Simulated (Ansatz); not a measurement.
Abridged output of a molecular run in Ansatz:

```
Functional definition: HF
1399 factors; integrals over basis functions are off by at most 1.3e-3 eV
mean field evaluation 1: about -14002.6009 eV, gradient 4.8e1 eV
mean field evaluation 2: about -14002.7643 eV, gradient 4.9e1 eV
mean field evaluation 4: about -14007.6240 eV, gradient 4.3e0 eV
mean field evaluation 8: about -14007.6978 eV, gradient 4.1e-1 eV
mean field -14007.69877146 eV, -514.7734350919 hartree, gradient 7.9e-7 eV, S^2 0.000000; 0 other end points of the search recorded, 0 dependent functions left out
8 core orbitals not correlated: weight in the atoms' cores, before any rotation towards them, 1.000 or more for the frozen orbitals, at most 0.000 for the correlated occupied ones
reference -14007.69877146 eV, -514.7734350919 hartree; 24, 24 occupied and 110, 110 virtual orbitals, 1399 factors
second order -33.48519813 eV of doubles, -0.00000000 eV of singles
cycle   1  -33.83892120 eV  change   -3.5e-1 eV  update   1.3e-1
cycle   2  -34.58496881 eV  change   -7.5e-1 eV  update   3.6e-2
cycle   3  -34.78336820 eV  change   -2.0e-1 eV  update   2.1e-2
cycle   4  -34.77561520 eV  change    7.8e-3 eV  update   5.9e-3
cycle   5  -34.77114127 eV  change    4.5e-3 eV  update   3.1e-3
cycle   6  -34.77222087 eV  change   -1.1e-3 eV  update   9.8e-4
cycle   7  -34.77223390 eV  change   -1.3e-5 eV  update   4.0e-4
cycle   8  -34.77207709 eV  change    1.6e-4 eV  update   1.4e-4
cycle   9  -34.77211363 eV  change   -3.7e-5 eV  update   4.9e-5
cycle  10  -34.77216970 eV  change   -5.6e-5 eV  update   1.8e-5
perturbative correction -0.82571747 eV, -0.0303445573 hartree
Total energy: -14043.29665863 eV, -516.0816333161 hartree
```

Its atoms:

Cartesian coordinates in Å:
```
C 0.028 -0.985 0.891
C -0.488 0.022 -0.069
C -1.952 0.129 -0.284
O 0.248 0.786 -0.696
B 1.908 0.823 -0.589
F 2.226 1.844 -1.407
F 2.147 1.043 0.737
F 2.293 -0.413 -1.025
H 0.854 -1.536 0.438
H 0.455 -0.450 1.745
H -0.757 -1.657 1.229
H -2.319 -0.820 -0.686
H -2.192 0.944 -0.962
H -2.450 0.269 0.680
```

Q: Which basis set was used?
A. def2-TZVPP
B. def2-TZVPPD
C. cc-pV(T+d)Z
D. def2-SVP

A: D. It gives 142 functions.

Q: Write the keys of the input that set method, charge and spin (a neutral closed shell needs none for the last two).

A: 
```yaml
correlation: {method: ccsd_t}
```
